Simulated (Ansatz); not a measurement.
Ta₂Si₂. The state is a quintet with charge 0. Geometry PBE0-D4/def2-SVP; atoms count from 1.

Cartesian coordinates in Å:
```
Ta 1.215 -0.623 0.071
Ta -0.458 -0.884 -1.793
Si -0.827 0.866 -0.163
Si 0.070 0.640 1.885
```

In the def2 sets Ta takes a core potential; there is no spin–orbit coupling. At PBE0-D4/def2-TZVP a broken-symmetry singlet of charge 0 lies 0.38 eV below the quintet, each at its own geometry. The structure comes from a short search, and lower isomers may exist.

Q: Estimate the Mulliken populations from the PBE0/def2-TZVP orbitals of Ansatz.

A: 
```json
{"atom": "Ta1", "charge (e)": "0.24", "spin (α − β)": "1.52", "d electrons": "3.50"}
{"atom": "Ta2", "charge (e)": "0.10", "spin (α − β)": "2.33", "d electrons": "3.52"}
{"atom": "Si3", "charge (e)": "-0.16", "spin (α − β)": "-0.14", "d electrons": "–"}
{"atom": "Si4", "charge (e)": "-0.18", "spin (α − β)": "0.29", "d electrons": "–"}
```
Mulliken values and Mayer orders depend strongly on the basis.

Q: Where does the spin sit?

A: Summed by element: Ta 3.85, Si 0.15, of 4 unpaired in all. Largest on single atoms: Ta2 2.33, Ta1 1.52, Si4 0.29.

Q: And the Mayer bond orders between bonded heavy atoms (over 0.3)?

A: Ta1–Ta2 2.15 (2.52 Å); Ta1–Si3 0.96 (2.54 Å); Ta1–Si4 1.47 (2.49 Å); Ta2–Si3 1.38 (2.42 Å); Si3–Si4 1.23 (2.25 Å). Values over 0.3 also appear between atoms too far apart for a bond (Ta2–Si4 0.30 at 4.02 Å); they arise where an orbital or an unpaired electron spreads over both atoms.
